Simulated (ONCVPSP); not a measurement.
# Transferability test, ONCV potential for manganese

| Property | Result |
| --- | --- |
| Element | Mn (Z = 25) |
| Generator | ONCVPSP 4.0.1 |
| Type | optimised norm-conserving Vanderbilt (ONCV) |
| Functional | PBEsol |
| Relativity | scalar-relativistic |
| Frozen core | [Ar] |
| Valence charge | 7 |
| Reference configuration | 3d4 (charge +3) |
| Partial waves | s scattering state at 0.38 Ha: rc 1.75 bohr, ncon 4, nbas 7, qcut 3.1 1/bohr, 2 projectors, debl 1.3 Ha; p scattering state at 0.24 Ha: rc 1.85 bohr, ncon 3, nbas 6, qcut 5.2 1/bohr, 2 projectors, debl 3.9 Ha; 3d: rc 1.90 bohr, ncon 4, nbas 8, qcut 9.3 1/bohr, 2 projectors, debl 1.3 Ha |
| Local potential | polynomial inside 1.65 bohr (lpopt 4, dvloc0 0 Ha) |
| Core correction | Teter function, fcfact 3.25, rcfact 1.2 |

In the s channel the program set the typed energies aside and used 0.050, 1.350 Ha. In the p channel the program set the typed energies aside and used 0.050, 3.950 Ha. In the d channel the program set the typed energies aside and used -1.513, 0.250 Ha.

Energies are relative to the spin-unpolarised reference configuration 3d4; without spin polarisation the order of configurations can differ from experiment.

| valence configuration | charge | ΔE all-electron (eV) | error AE − PS (meV) |
| --- | --- | --- | --- |
| 3d5 4s1 | +1 | -47.992 | +275 |
| 3d5 | +2 | -32.480 | -0.9 |

Question: What are ΔE and the potential's error for 3d6 4s1?

Answer: ΔE = -56.791 eV all-electron; the error (AE − PS) is +251 meV.

Question: What are ΔE and the potential's error for 3d5 4s2?

Answer: ΔE = -56.425 eV all-electron; the error (AE − PS) is +495 meV.

Levels in the configuration 3d5 4s2:

| level | all-electron (eV) | pseudo (eV) |
| --- | --- | --- |
| 3d | -6.794 | -6.737 |
| 4s | -5.125 | -5.290 |

Note: no bound ghost flagged; GHOST(+) flagged for s at 61.6 eV, p at 162.5 eV.
